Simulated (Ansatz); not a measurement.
Compare A (`BC1=CC1`) with its isomer B (`CC1=CB1`).

Computed with Ansatz on PBE0-D4/def2-TZVP structures; ΔE is electronic, products minus reactants. CBS: MP2 limit from def2 TZ/QZ plus the TZ coupled-cluster correction, frozen cores. DFT in def2-TZVPP. B3LYP here is the variant with VWN-RPA as its local correlation; programs differ in this.

(1) Which isomer does CCSD(T)/CBS put lower? Give the gap. (Estimate.)

(2) Give E(B) − E(A) in kJ/mol with BLYP-D4, B2PLYP, PBE-D4, r2SCAN-D4, B3LYP, CCSD(T)/def2-SVP, ωB97M-V. (Estimate.)

(3) Does the order hold for the free energy at 298.15 K (harmonic terms from PBE0-D4)? (Estimate.)

Largest T1 diagnostic: 0.011.

Answers

(1) Ansatz gave: B, by 126.6 kJ/mol.

(2) Ansatz gave: BLYP-D4 -127.1, B2PLYP -134.2, PBE-D4 -119.8, r2SCAN-D4 -127.4, B3LYP -139.1, CCSD(T)/def2-SVP -134.6, ωB97M-V -133.6. None reverses the order clearly.

(3) Ansatz gave: Yes: G(B) − G(A) = -124.7 kJ/mol.

From r2SCAN to r2SCAN0 (25 % exact exchange), in def2-TZVPP and without D4, E(B) − E(A) moves by −8.8 kJ/mol. At CCSD(T), def2-SVP lies −8.0 kJ/mol from the extrapolated value and def2-TZVPP +1.9 kJ/mol.
